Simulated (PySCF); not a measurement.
A calculated (TPSS, PySCF 2.14, x2c-SVPall, the spin-free X2C one-electron Hamiltonian (Gaussian nucleus)) atom or ion has these occupied shells.

| shell | electrons | orbital energy (eV) | rms radius, mean of both spins (bohr) |
| --- | --- | --- | --- |
| 1s α | 1 | -2757.8 | 0.105 |
| 1s β | 1 | -2757.6 | 0.105 |
| 2s α | 1 | -254.08 | 0.483 |
| 2s β | 1 | -253.94 | 0.483 |
| 2p α | 3 | -192.07 | 0.454 |
| 2p β | 3 | -191.86 | 0.454 |
| 3s α | 1 | -21.137 | 1.67 |
| 3s β | 1 | -19.865 | 1.67 |
| 3p α | 3 | -8.735 | 1.96 |
| 3p β | 2 | -7.787 | 1.96 |

(1) Name the element and its charge.

Answers

(1) Cl (chlorine, neutral), in [Ne] 3s2 3p5, 2P determinant.
